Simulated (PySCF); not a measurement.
One molecule, one basis, several functionals.

B2H9N3O.
Bonds: N1–B2, B2–O3, B2–N4, N4–B5, B5–N6, B2–N6. Hydrogens: H7, H8 on N1; H9 on O3; H10, H11 on N4; H12, H13 on B5; H14, H15 on N6.

Torsions of this conformer, `[NH2:1][B-:2]1([OH:3])[NH2+:4][BH2-:5][NH2+:6]1`: H–N1–B2–O3 25°, H–N1–B2–O3 157°, H–O3–B2–N1 174°.

PySCF, pcSseg-1 basis, density fitting, gas phase, PBE0-D3(BJ)/def2-SVP geometry. One functional is left out:

```tsv
functional	exact exchange (%)	HOMO energy (eV)	LUMO energy (eV)	dipole moment (D)
B97-D	0	-5.17	-0.09	1.029
BLYP	0	-5.02	-0.24	1.014
BP86	0	-5.27	-0.10	1.037
LDA	0	-5.30	-0.37	1.078
OPBE	0	-5.14	0.02	1.007
PBE	0	-5.16	-0.21	1.023
B97-2	21	-6.39	0.66	1.093
PBE0	25	-6.66	0.65	1.105
mPW1PW91	25	-6.70	0.62	1.113
BHandHLYP	50	-8.07	1.30	1.170
```

**Question.** Predict the row of B3LYP (20 % exact exchange) by straight lines through the other rows, and check it.

**Answer.** 
```json
{"property": "HOMO energy (eV)", "line": "-6.35", "computed": "-6.39", "computed − line": "-0.04", "B97-2 (21 %), for comparison": "-6.39"}
{"property": "LUMO energy (eV)", "line": "0.47", "computed": "0.29", "computed − line": "-0.18", "B97-2 (21 %), for comparison": "0.66"}
{"property": "dipole moment (D)", "line": "1.090", "computed": "1.085", "computed − line": "-0.005", "B97-2 (21 %), for comparison": "1.093"}
```

**Question.** Which of these properties follows the share of exact exchange most closely, and which least?

**Answer.** Most closely the HOMO energy, least the dipole moment; the correlations over the tabulated rows are HOMO energy -0.997, LUMO energy 0.975, dipole moment 0.934. The HOMO energy moves by -0.584 eV for every 10 %. Functionals with the same share still differ in their other parts: at 0 % BLYP and LDA differ by 0.28 eV in it.
